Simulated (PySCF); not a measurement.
```xyz
22

B     -2.7439    -1.8124    -0.0927
C     -1.2982    -1.2848     0.0100
C     -0.2650    -2.2128     0.2379
C      1.0959    -1.8354     0.3434
C      1.4729    -0.4986     0.2243
Si     3.2606     0.1270     0.3460
C      0.4598     0.4889    -0.0062
N      0.8924     1.7808    -0.1116
C     -0.0065     2.7290    -0.3246
C     -1.3984     2.4709    -0.4496
C     -1.8533     1.1647    -0.3450
C     -0.9247     0.1106    -0.1157
H     -2.9388    -3.0073     0.0352
H     -3.7003    -1.0892    -0.2972
H     -0.5326    -3.2766     0.3369
H      1.8593    -2.6094     0.5212
H      3.7072     0.7806    -0.9293
H      4.1191    -1.0902     0.5835
H      3.4418     1.0677     1.5015
H      0.3723     3.7641    -0.4050
H     -2.0964     3.3027    -0.6265
H     -2.9230     0.9296    -0.4366
```

Charge 0, multiplicity 1.

Problem. Give the Mulliken and meta-Löwdin atomic charges from PBE-D3(BJ)/def2-TZVP // PBE-D3(BJ)/def2-SVP (PySCF 2.14.0).

Solution. 
| atom | Mulliken (e) | meta-Löwdin (e) |
|---|---|---|
| B1 | -0.07 | -0.07 |
| C2 | 0.03 | -0.08 |
| C3 | -0.14 | -0.07 |
| C4 | -0.16 | -0.11 |
| C5 | 0.00 | -0.18 |
| Si6 | 0.14 | 0.41 |
| C7 | 0.16 | 0.10 |
| N8 | -0.17 | -0.23 |
| C9 | -0.08 | 0.00 |
| C10 | -0.09 | -0.14 |
| C11 | -0.16 | -0.09 |
| C12 | 0.04 | 0.01 |
| H13 | 0.00 | 0.01 |
| H14 | -0.01 | 0.01 |
| H15 | 0.12 | 0.13 |
| H16 | 0.11 | 0.13 |
| H17 | -0.02 | -0.07 |
| H18 | -0.05 | -0.10 |
| H19 | -0.02 | -0.07 |
| H20 | 0.11 | 0.13 |
| H21 | 0.12 | 0.13 |
| H22 | 0.12 | 0.14 |
